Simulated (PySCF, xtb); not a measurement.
CH10N2Si2, SMILES NC[SiH2][SiH2]N.

xtb with GFN2-xTB at its own geometry gives an orbital gap of 3.90 eV and a dipole moment of 2.30 D.

Geometry: B3LYP-D3(BJ)/def2-SVP. This is a generated structure with no PubChem entry under its InChIKey; it may be hypothetical. The values are those of a single conformer.

Q: What does PBE0/def2-TZVP (PySCF) give? (An estimate is asked for; the answer gives what the named calculation found.)

A: gap 6.09 eV (levels -6.45 and -0.36 eV), dipole 1.69 D.
